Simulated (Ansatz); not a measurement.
Start from `NC(O)S[SiH3]` and change one atom or group to get `COC(N)O`.

Ansatz, PBE0-D4/def2-TZVP geometries, multiplicity 1. Each molecule was computed in one conformer, which needn't be the lowest.

| property | `NC(O)S[SiH3]` |
| --- | --- |
| HOMO energy (PBE/def2-TZVPP) / eV | -5.81 |
| HOMO–LUMO gap (ωB97M-V/def2-TZVPP) / eV | 11.12 |
| HOMO–LUMO gap (B3LYP/def2-TZVPP) / eV | 6.73 |
| HOMO–LUMO gap (PBE/def2-TZVPP) / eV | 5.08 |
| HOMO energy (PBE0/def2-TZVPP) / eV | -7.02 |
| size of the dipole moment (PBE/def2-TZVPP) / D | 2.13 |

(1) Give the same properties after the change, and the shifts. (Best estimate.)

## Answers

(1) The calculation gave: 
```
                                      property  `COC(N)O`  shift
             HOMO energy (PBE/def2-TZVPP) / eV      -6.11  -0.30
       HOMO–LUMO gap (ωB97M-V/def2-TZVPP) / eV      12.77   1.65
         HOMO–LUMO gap (B3LYP/def2-TZVPP) / eV       8.31   1.58
           HOMO–LUMO gap (PBE/def2-TZVPP) / eV       6.49   1.41
            HOMO energy (PBE0/def2-TZVPP) / eV      -7.69  -0.67
size of the dipole moment (PBE/def2-TZVPP) / D       1.03  -1.10
```

With PBE0 the HOMO falls by 0.67 eV and the LUMO rises by 1.05 eV, so the gap widens by about 1.72 eV. PBE moves the HOMO by -0.30 eV and ωB97M-V by -0.90 eV. Dipoles are sizes alone; their direction can turn.

B3LYP here is the variant with VWN-RPA as its local correlation; programs differ in this.
